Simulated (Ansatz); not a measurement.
silole (C$_{4}$H$_{6}$Si), singlet, geometry from GFN2-xTB; CCSD(T)/STO-3G run with Ansatz (a first-principles code).

Ansatz was given this input:
Ansatz 0.2 input:
```yaml
crystal:
  periodic: [false, false, false]
  atoms:
    - {symbol: C, position_ang: [-1.20638586, 0.78574789, -0.41109095]}
    - {symbol: C, position_ang: [0.02710569, 1.29088450, -0.29376265]}
    - {symbol: Si, position_ang: [1.21355663, -0.07286224, 0.24738050]}
    - {symbol: C, position_ang: [-0.23813991, -1.27821395, 0.25074385]}
    - {symbol: C, position_ang: [-1.35277056, -0.63209551, -0.11058672]}
    - {symbol: H, position_ang: [-2.07420278, 1.35899959, -0.70866783]}
    - {symbol: H, position_ang: [0.24603893, 2.32689193, -0.49207049]}
    - {symbol: H, position_ang: [1.78955600, 0.14895981, 1.57457124]}
    - {symbol: H, position_ang: [2.23200545, -0.39041535, -0.75478595]}
    - {symbol: H, position_ang: [-0.23451069, -2.32758409, 0.49442049]}
    - {symbol: H, position_ang: [-2.32753594, -1.09471811, -0.18861565]}
basis:
  gaussian:
    orbitals: STO-3G
magnetization: {spin_polarized: false}
correlation: {method: ccsd_t, electrons: outside_noble_gas}
accuracy: high
```

Write the output that Ansatz gives for this input, abridged.


```
Functional definition: HF
758 factors; integrals over basis functions are off by at most 2.5e-9 eV
mean field evaluation 1: about -11935.4990 eV, gradient 1.5e1 eV
mean field evaluation 2: about -11935.6487 eV, gradient 1.5e1 eV
mean field evaluation 4: about -11936.5423 eV, gradient 1.7e0 eV
mean field evaluation 8: about -11936.5508 eV, gradient 1.3e-2 eV
mean field evaluation 16: about -11936.4201 eV, gradient 2.5e-1 eV
mean field -11936.55078935 eV, -438.6601506240 hartree, gradient 3.0e-8 eV, S^2 0.000000; 0 other end points of the search recorded, 0 dependent functions left out; unrestricted orbitals would lower it
9 core orbitals not correlated
reference -11936.55078935 eV, -438.6601506240 hartree; 13, 13 occupied and 13, 13 virtual orbitals, 758 factors
second order -7.57992547 eV of doubles, -0.00000000 eV of singles
cycle   1  -8.71196279 eV  change    -1.1e0 eV  update   9.3e-2
cycle   2  -9.35945156 eV  change   -6.5e-1 eV  update   4.3e-2
cycle   3  -9.44833267 eV  change   -8.9e-2 eV  update   1.4e-2
cycle   4  -9.46848576 eV  change   -2.0e-2 eV  update   5.8e-3
cycle   5  -9.46683285 eV  change    1.7e-3 eV  update   1.8e-3
cycle   6  -9.46585639 eV  change    9.8e-4 eV  update   9.3e-4
cycle   7  -9.46623979 eV  change   -3.8e-4 eV  update   3.8e-4
cycle   8  -9.46631453 eV  change   -7.5e-5 eV  update   8.9e-5
cycle   9  -9.46631621 eV  change   -1.7e-6 eV  update   2.8e-5
cycle  10  -9.46632369 eV  change   -7.5e-6 eV  update   7.3e-6
cycle  11  -9.46632529 eV  change   -1.6e-6 eV  update   1.7e-6
cycle  12  -9.46632429 eV  change    1.0e-6 eV  update   4.4e-7
cycle  13  -9.46632376 eV  change    5.4e-7 eV  update   1.4e-7
cycle  14  -9.46632358 eV  change    1.7e-7 eV  update   5.5e-8
cycle  15  -9.46632352 eV  change    6.6e-8 eV  update   3.2e-8
cycle  16  -9.46632219 eV  change    1.3e-6 eV  update   1.9e-7
cycle  17  -9.46632182 eV  change    3.7e-7 eV  update   7.0e-8
cycle  18  -9.46632167 eV  change    1.4e-7 eV  update   2.2e-8
cycle  19  -9.46632162 eV  change    5.1e-8 eV  update   7.5e-9
cycle  20  -9.46632161 eV  change    1.6e-8 eV  update   2.8e-9
cycle  21  -9.46632160 eV  change    4.7e-9 eV  update   1.1e-9
cycle  22  -9.46632160 eV  change   2.8e-10 eV  update  2.5e-10
perturbative correction -0.12011491 eV, -0.0044141416 hartree
Total energy: -11946.13722586 eV, -439.0124456679 hartree
```
